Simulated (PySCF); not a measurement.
# Computed data sheet: `[SiH3][SiH]([SiH3])C1CCC1`

Compound: C4H14Si3.
Atom-mapped SMILES: `[SiH3:1][SiH:2]([SiH3:3])[CH:4]1[CH2:5][CH2:6][CH2:7]1` (hydrogens: H8, H9, H10 on Si1; H11 on Si2; H12, H13, H14 on Si3; H15 on C4; H16, H17 on C5; H18, H19 on C6; H20, H21 on C7)

Cartesian coordinates in Å at the PBE0-D3(BJ)/def2-SVP level; atoms count from 1:
```xyz
21
C4H14Si3 angstrom
Si     2.4297    2.4029    0.0059
Si     1.2438    0.5239   -0.7458
Si     2.5953   -1.3812   -0.5403
C     -0.3450    0.3043    0.2571
C     -1.3711   -0.7755   -0.1738
C     -2.4997    0.2079    0.1883
C     -1.4762    1.3571    0.1317
H      1.6009    3.6444   -0.1103
H      3.6885    2.5976   -0.7790
H      2.7957    2.2183    1.4461
H      0.8864    0.7192   -2.1911
H      1.8811   -2.6047   -1.0245
H      3.8637   -1.2314   -1.3197
H      2.9484   -1.5859    0.9005
H     -0.0773    0.1652    1.3185
H     -1.3321   -0.9706   -1.2580
H     -1.3363   -1.7430    0.3493
H     -2.8642    0.0429    1.2140
H     -3.3691    0.2613   -0.4845
H     -1.4710    1.8507   -0.8538
H     -1.5276    2.1383    0.9052
```

Some functional groups and rings: Si–H bond, C–Si bond and cyclobutane ring.

From PBE0-D3(BJ)/def2-SVP geometry optimisation, gas phase (PySCF):

```yaml
Point_group: Cs
Rotational_constants_A_B_C: 1.654, 0.923, 0.631 GHz
```

From CAM-B3LYP/def2-SVPD ground state, ΔSCF and vertical TDDFT (core frozen in the response) (PySCF):

```yaml
Dipole_moment: 1.16 D
HOMO_energy: -8.90 eV
LUMO_energy: 0.89 eV
HOMO–LUMO_gap: 9.79 eV
Lowest_singlet_excitation: 6.67 eV (186 nm, f = 0.088)
Strongest_line_among_the_10_lowest_singlet_transitions: S8 at 7.51 eV (165 nm, f = 0.337)
Lowest_triplet_excitation_Tamm–Dancoff: 5.85 eV
Static_isotropic_polarisability: 136.3 au
Vertical_ionisation_energy: 9.46 eV
Electronic_spatial_extent_⟨r²⟩_about_the_centre_of_nuclear_charge: 1893 bohr²
```

**PBE0/pcSseg-1 ground state and GIAO shieldings, non-relativistic (PySCF)**

```yaml
Lowest_Hirshfeld_atomic_charge: -0.11 e on C4
Highest_Hirshfeld_atomic_charge: +0.20 e on Si1/Si3
13C_chemical_shifts_computed_TMS_as_zero_by_class: 30.5 (C5/C7), 25.8 (C6), 20.5 (C4) ppm
1H_chemical_shifts_computed_TMS_as_zero_by_class: 3.72 (H11), 3.51 (H8/H9/H10/H12/H13/H14), 2.23 (H18), 2.00 (H17/H21), 1.96 (H16/H20), 1.94 (H19), 1.78 (H15) ppm
Isotropic_shieldings_of_nuclei_other_than_C_and_H_by_class: 420 (Si2), 460 (Si1/Si3) ppm
Mayer_bond_orders_between_heavy_atoms: Si1–Si2 0.91, Si2–Si3 0.91, Si2–C4 0.86, C4–C5 0.99, C5–C6 1.03, C6–C7 1.03, C7–C4 0.99
```

**delta-SCF UKS SCAN, pcX-2 on the ionised atom, pcseg-1 elsewhere, spin-free X2C; 2p3/2 from a spin–orbit splitting computed afterwards within the 2p shell (PySCF)**

```yaml
Core_binding_energies: Si2p3/2 105.7 (Si2), Si2p3/2 106.2 (Si1/Si3), C1s 289.9 (C4), C1s 290.4 (C5/C7), C1s 290.4 (C6), Si1s 1845.4 (Si2), Si1s 1845.9 (Si1/Si3) eV
```

Monoisotopic mass from the formula: 146.0403 u.

The principal polarisabilities are 111.6, 146.7 and 150.5 au; their mean is the isotropic value. A dipole of 1.16 D is allowed in Cs, and pure rotational transitions are dipole-allowed. The rotational constants make it an asymmetric top with κ = (2B − A − C)/(A − C) = -0.43, nearer the prolate limit (−1). With B = h/(8π²I), that is 505.379 GHz u Å² over I, the principal moments of inertia are 305.6, 547.3 and 801.4 u Å² (most abundant isotopes); the inertial defect Ic − Ia − Ib is -51.5 u Å² (zero for a rigid planar frame, negative otherwise). In atomic units the dipole is 0.46 e·bohr (1 au = 2.5417 D).

 NMR classes are plain means over equivalent atoms (diastereotopic ones count apart unless rotation or inversion swaps them), as if these changed places fast; in this geometry the members of some classes differ.

One conformer stands for the species.
